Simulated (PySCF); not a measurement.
C₅H₃F₂S (charge +1).
Structure used (GFN2-xTB), in Å, numbered top down from 1:
```
atom  x, y, z in Å
F1    -2.357    1.085   -0.041
C2    -1.222    0.419   -0.019
C3    -1.290   -0.965    0.017
S4     0.059   -1.967    0.050
C5     1.346   -0.886    0.027
C6     1.196    0.491   -0.011
F7     2.289    1.224   -0.026
C8    -0.034    1.143   -0.033
H9    -2.257   -1.452    0.026
H10    2.341   -1.314    0.045
H11   -0.066    2.225   -0.062
```

The closed-shell SCF was solved with PySCF and density fitting under several settings on one GFN2-xTB geometry (grid level 2 and gas phase unless stated).

```json
{"settings": "PBE0/pcSseg-1", "basis functions": "158", "SCF cycles": "14", "E (Eh)": "-789.2917", "HOMO (eV)": "-13.79", "LUMO (eV)": "-8.64"}
{"settings": "PBE0/def2-SVPD", "basis functions": "197", "SCF cycles": "14", "E (Eh)": "-788.9642", "HOMO (eV)": "-13.76", "LUMO (eV)": "-8.57"}
```

Task: Estimate the rows for these settings: (1) KT3/pcSseg-0, fitting basis def2-qzvpp-jkfit; (2) mPW1PW91/3-21G, IEF-PCM cyclohexane; (3) mPW1PW91/cc-pVDZ, start guess vsap.

Result: 
| settings | basis functions | SCF cycles | E (Eh) | HOMO (eV) | LUMO (eV) |
| --- | --- | --- | --- | --- | --- |
| KT3/pcSseg-0, fitting basis def2-qzvpp-jkfit | 82 | 12 | -796.8175 | -13.06 | -9.71 |
| mPW1PW91/3-21G, IEF-PCM cyclohexane | 82 | 13 | -785.7394 | -11.45 | -6.29 |
| mPW1PW91/cc-pVDZ, start guess vsap | 131 | 12 | -789.8583 | -13.63 | -8.49 |

Task: Over all rows, what range does the HOMO–LUMO gap span?

Result: From 3.35 eV (KT3/pcSseg-0, fitting basis def2-qzvpp-jkfit) to 5.19 eV (PBE0/def2-SVPD). The functional of the narrowest has no exact exchange, that of the widest 25 % exact exchange.

Task: Compare two rows with the functional PBE0: PBE0/pcSseg-1 and PBE0/def2-SVPD. Which energy is lower, and by how much?

Result: PBE0/pcSseg-1 (158 functions) lies 0.3275 Eh or 206 kcal/mol below PBE0/def2-SVPD (197 functions). The smaller set gives the lower energy; the two sets aren't nested, so the variational bound doesn't order them by size.

Whole jobs, the steps after the SCF included, on an Intel Xeon at 2.50 GHz with one thread (shared host):

```tsv
settings	work after the SCF	wall time	peak memory
PBE0/pcSseg-1	shieldings, ring-centre shieldings, charges and field gradients	46 s	0.73 GiB
PBE0/def2-SVPD	6 singlets by full TDDFT, 2 Tamm–Dancoff triplets, polarisability	60 s	0.82 GiB
KT3/pcSseg-0, fitting basis def2-qzvpp-jkfit	1 singlet by full TDDFT, 5 Tamm–Dancoff triplets, polarisability	22 s	0.46 GiB
mPW1PW91/3-21G, IEF-PCM cyclohexane	shieldings, ring-centre shieldings	15 s	0.51 GiB
mPW1PW91/cc-pVDZ, start guess vsap	spin–spin couplings from 10 perturbed nuclei, spin–dipole term for 2 of them	54 s	0.72 GiB
```

Cycle counts include a coarse-grid stage where the run had one. KT3 was designed for NMR shieldings or shifts; total energies of different functionals aren't comparable. Geometry: GFN2-xTB; no vibrations or thermal averaging.
